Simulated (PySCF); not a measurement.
Species: C3H5GeNO2.
Z-matrix (Å and degrees, PBE0-D3(BJ)/def2-SVP geometry), rows numbered from 1:
```
Ge
O   1  1.8045
C   2  1.3368  1  122.52
C   3  1.4267  2  124.88  1  -177.94
N   4  1.3064  3  111.37  2   179.93
O   5  1.3545  4  106.47  3    -0.02
C   6  1.3416  5  110.10  4     0.00
H   1  1.5280  2  103.36  3   175.96
H   1  1.5384  2  107.57  3    55.92
H   1  1.5377  2  107.79  3   -63.95
H   4  1.0894  3  128.06  2    -0.04
H   7  1.0877  3  134.27  2     0.23
```

Computed with PySCF at CAM-B3LYP/def2-SVPD, non-relativistic, on one gas-phase PBE0-D3(BJ)/def2-SVP geometry that isn't relaxed in the solvent. The solvent is an IEF-PCM continuum (van der Waals radii × 1.2), and excitations are vertical TDDFT with non-equilibrium linear response and a frozen core. Only the electrostatic response of the medium enters. Spin–orbit coupling is left out although an atom past zinc is present.

Gas-phase singlets (H = HOMO, L = LUMO):

```json
{"state": "S1", "E (eV)": "5.668", "λ (nm)": "219", "f": "0.000", "leading configurations": "H→L 82%, H→L+1 10%"}
{"state": "S2", "E (eV)": "5.863", "λ (nm)": "211", "f": "0.073", "leading configurations": "H→L+2 96%"}
{"state": "S3", "E (eV)": "6.331", "λ (nm)": "196", "f": "0.014", "leading configurations": "H→L+1 83%, H→L 9%"}
{"state": "S4", "E (eV)": "6.421", "λ (nm)": "193", "f": "0.006", "leading configurations": "H-2→L+2 94%"}
{"state": "S5", "E (eV)": "6.994", "λ (nm)": "177", "f": "0.002", "leading configurations": "H→L+3 90%"}
```

Problem. How does the list change in benzene (ε = 2.271)?

Solution. 
```tsv
state	E (eV)	λ (nm)	f	leading configurations	change by rank (eV)
S1	5.744	216	0.105	H→L+1 94%	+0.076
S2	5.838	212	0.001	H→L 82%	-0.025
S3	6.497	191	0.002	H-2→L+1 84%	+0.166
S4	6.511	190	0.030	H→L+2 77%	+0.090
S5	7.179	173	0.005	H-1→L+1 40%, H→L+3 24%	+0.185
```

Problem. Give the list for dimethylsulfoxide (ε = 46.83), n² = 2.19.

Solution. 
```
state  E (eV)  λ (nm)      f  leading configurations  change by rank (eV)
   S1   5.694     218  0.105                 H→L 97%               +0.026
   S2   6.024     206  0.001               H→L+1 91%               +0.161
   S3   6.617     187  0.006               H-2→L 89%               +0.286
   S4   6.708     185  0.027    H→L+2 83%, H→L+3 10%               +0.287
   S5   7.235     171  0.012    H-1→L 61%, H→L+7 18%               +0.241
```

Problem. The ground-state energy changes by -0.293 eV from gas to dimethylsulfoxide. By how much does the total energy of gas-phase S2 change?

Solution. E(S2) = E(S0) + excitation energy, so it changes by -0.293 − 0.169 = -0.462 eV: it is lowered more than the ground state, which is what a red shift means. This is the vertical state, with the slow part of the continuum still set for S0.

Problem. How do the frontier levels move from gas to dimethylsulfoxide?

Solution. 
```csv
orbital,gas (eV),solvent (eV),change (eV),"Löwdin shares, gas","Löwdin shares, solvent"
LUMO+2,0.71,1.00,+0.29,"N5 26 %, C7 18 %, C4 18 %, O6 16 %","Ge1 52 %, H8 11 %, H10 10 %, H9 10 %"
LUMO+1,0.58,0.82,+0.24,"Ge1 51 %, H8 12 %, H10 11 %, H9 11 %","Ge1 38 %, O2 16 %, H10 11 %, H9 11 %"
LUMO,0.36,0.57,+0.21,"Ge1 43 %, O2 13 %, H9 12 %, H10 12 %","N5 26 %, C4 20 %, C7 18 %, O6 16 %"
HOMO,-8.25,-8.28,-0.03,"C7 25 %, O2 23 %, C3 21 %, O6 11 %","O2 24 %, C7 24 %, C3 21 %, O6 11 %"
HOMO-1,-9.80,-10.00,-0.20,"N5 30 %, C4 29 %, O6 21 %, C7 8 %","N5 31 %, C4 27 %, O6 20 %, C7 8 %"
HOMO-2,-10.04,-10.32,-0.28,"N5 52 %, O6 14 %, C4 11 %, O2 10 %","N5 40 %, O2 19 %, O6 12 %, C4 11 %"
HOMO-3,-11.23,-11.01,+0.22,"O2 33 %, Ge1 19 %, N5 10 %, H8 10 %","Ge1 27 %, H8 18 %, O2 16 %, N5 14 %"
```

The HOMO–LUMO gap goes from 8.61 to 8.85 eV. Rows go by rank; for HOMO-3, LUMO, LUMO+1 and LUMO+2 the atom shares or the degeneracy differ between the runs, so the row needn't follow one orbital.

Time: 34 s wall; peak memory 1.1 GiB. Hardware: Intel Xeon Platinum 8488C, one thread (shared host). This is the whole response run at CAM-B3LYP/def2-SVPD in dimethylsulfoxide, SCF included.
